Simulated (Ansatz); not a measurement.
Program: Ansatz. Geometries: PBE0-D4/def2-TZVP. ΔE: electronic, gas phase. CBS: MP2 limit from def2 TZ/QZ plus the TZ coupled-cluster correction, frozen cores. Functionals use def2-TZVPP. No spin–orbit coupling; open shells (•) take unrestricted orbitals. For Ge outer-core shells are correlated without core-valence functions, which leaves a few kJ/mol of doubt a bond. Scalar relativity is left out up to krypton. Each species was taken in one conformer, which may not be the lowest.

Consider the homolysis of the N–Si bond: `C[SiH2][NH][GeH3]` → `[NH][GeH3]`• + `C[SiH2]`•.

```json
{"level": "ωB97M-V", "ΔE (kJ/mol)": "475.5"}
{"level": "PBE-QIDH", "ΔE (kJ/mol)": "468.2"}
{"level": "PBE", "ΔE (kJ/mol)": "434.3"}
{"level": "LC-ωPBE", "ΔE (kJ/mol)": "452.7"}
{"level": "HF/def2-SVP", "ΔE (kJ/mol)": "352.0"}
{"level": "CCSD(T)/def2-TZVPP", "ΔE (kJ/mol)": "463.3"}
{"level": "HF/def2-QZVPP", "ΔE (kJ/mol)": "350.3"}
{"level": "MP2/def2-QZVPP", "ΔE (kJ/mol)": "502.7"}
```

(1) What does CCSD(T)/CBS give? (Estimate.)

Largest T1 diagnostic among the species: 0.013.

Results:

(1) Ansatz gave: +478.2 kJ/mol. The listed levels differ from it by -2.7, -10.0, -43.9, -25.5, -126.2, -14.9, -127.9, 24.5 kJ/mol.

In def2-TZVPP, CCSD(T) changes the Hartree–Fock value by +113.6 kJ/mol (the triples alone add +8.7 kJ/mol) and MP2 by +144.2 kJ/mol; breaking electron pairs costs correlation energy, which Hartree–Fock lacks. From PBE to PBE0 (25 % exact exchange), in def2-TZVPP and without D4, ΔE moves by +7.1 kJ/mol.
